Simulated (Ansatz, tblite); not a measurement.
Cost and result up the ladder for the cluster Be3⁻ (the lowest doublet isomer of a short search) (3 atoms). Charge -1, multiplicity 2. Geometry: B3LYP/def2-TZVPD.

```xyz
3

Be   -0.008   -0.849    0.861
Be   -0.649    1.011    0.140
Be    0.657   -0.162   -1.001
```

Ansatz on 4 threads of Arm Neoverse V2 on a shared host; xTB runs through tblite on one thread. Times are rough, summed over both states, and most runs start from the orbitals of an earlier one. ωB97M-V/def2-TZVPD serves as the yardstick here, not as an exact answer. Differences are given only for rows in sets of like size (and for xTB, whose basis is part of the method), since another set adds its own error. The other state is a quartet at its own geometry.

The xTB rows come from tblite. B3LYP takes the VWN-RPA correlation. Correlated methods freeze no core orbitals. The structure comes from a short search, and lower isomers may exist.

Run but left out: HF/6-31G, HF/def2-TZVPD, r2SCAN/def2-TZVPD, PBE0/def2-TZVPD, BHLYP/def2-TZVPD, CAM-B3LYP/def2-TZVPD, LC-ωPBE/def2-TZVPD, MP2/def2-TZVPD (doublet: ⟨S²⟩ 1.16 to 2.26, where a pure state has 0.75); HF/def2-TZVPPD, MP2/def2-TZVPPD, CCSD/def2-TZVPPD, CCSD(T)/def2-TZVPPD (flagged by the program: large difference).

Correlated methods converge slowly with the basis.

xTB has no spin-polarisation term.

```json
{"level": "GFN2-xTB", "functions": "12", "quartet − doublet (eV)": "4.41", "difference from ωB97M-V/def2-TZVPD (eV)": "3.94", "remarks": "–"}
{"level": "PBE/def2-TZVPD", "functions": "66", "quartet − doublet (eV)": "0.52", "difference from ωB97M-V/def2-TZVPD (eV)": "0.05", "remarks": "HOMO above zero (doublet), HOMO above zero (quartet)"}
{"level": "RPA@PBE/def2-TZVPD", "functions": "66", "quartet − doublet (eV)": "0.78", "difference from ωB97M-V/def2-TZVPD (eV)": "0.31", "remarks": "–"}
{"level": "B3LYP/6-31G", "functions": "27", "quartet − doublet (eV)": "0.65", "difference from ωB97M-V/def2-TZVPD (eV)": "–", "remarks": "HOMO above zero (doublet), HOMO above zero (quartet)"}
{"level": "ωB97M-V/def2-TZVPD", "functions": "66", "quartet − doublet (eV)": "0.47", "difference from ωB97M-V/def2-TZVPD (eV)": "0.00", "remarks": "–"}
{"level": "GFN1-xTB", "functions": "12", "quartet − doublet (eV)": "1.50", "difference from ωB97M-V/def2-TZVPD (eV)": "1.03", "remarks": "–"}
```

Q: Estimate how long each takes.

A: GFN1-xTB 0.002 s; GFN2-xTB 0.005 s; B3LYP/6-31G 0.85 s; PBE/def2-TZVPD 1.4 s; RPA@PBE/def2-TZVPD 2.1 s; ωB97M-V/def2-TZVPD 6.8 s. On shared hardware such times vary by a factor of up to 3.
